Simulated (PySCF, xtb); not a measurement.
Si(H)2(Br)(OH) (BrH3OSi), SMILES O[SiH2]Br. One conformer was computed; it need not be the lowest.

Harmonic wavenumbers (cm⁻¹) from GFN2-xTB (xtb) at its own minimum, in rising order: 174, 247, 414, 524, 598, 735, 764, 770, 930, 2353, 2430, 3663.

Problem. What does PySCF with PBE-D3(BJ)/def2-TZVP give at its own minimum? (The exact figures need the calculation; the answer reports its results.)

Solution. 183, 273, 410, 569, 693, 813, 860, 895, 931, 2176, 2223, 3758. Paired by order, the mean absolute difference is 80 cm⁻¹ and the zero-point energies are 19.4 and 19.7 kcal/mol.
